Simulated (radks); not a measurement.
Task: The table gives one normalised radial function P(r) = r R(r) of Pm+ in [Xe] 4f5 6s0.5 7s0.5 (r in bohr). Method: scalar-relativistic Kohn-Sham, PBE, spin-polarised, spherical densities, finite nucleus; open shells are filled with parallel spins first (spin-orbit coupling, left out, can overturn this in heavy ions); Fermi nuclear charge, rms radius 4.962 fm; computed with a radial shooting solver on a logarithmic mesh with Libxc functionals.

r         P
0.00501    0.0438
0.008228   0.0533
0.0134     0.0522
0.02201    0.0263
0.03585   -0.0307
0.05888   -0.0854
0.09669   -0.0407
0.1575     0.1021
0.2587     0.0623
0.4247    -0.1763
0.6919     0.0090
1.136      0.3044
1.851     -0.0840
3.04      -0.5831
4.991     -0.4002
8.131     -0.0653
13.35     -0.0018
21.75     0.0000

Which n and l does it have? It may be an empty orbital.

Result: n = 6, l = 0: the number of nodes gives n - l - 1 = 5, the rise at small r (about r^(l+1), flatter next to the nucleus through relativity) gives l, and the extent must fit the shell. The curve is that of 6s down; the table hardly tells the two spins apart. 6s down (empty): eigenvalue -8.518 eV, 5 radial nodes at r = 0.0284, 0.112, 0.293, 0.685, 1.73 bohr, <r> = 3.79 bohr, 90 % of the charge inside 5.47 bohr.
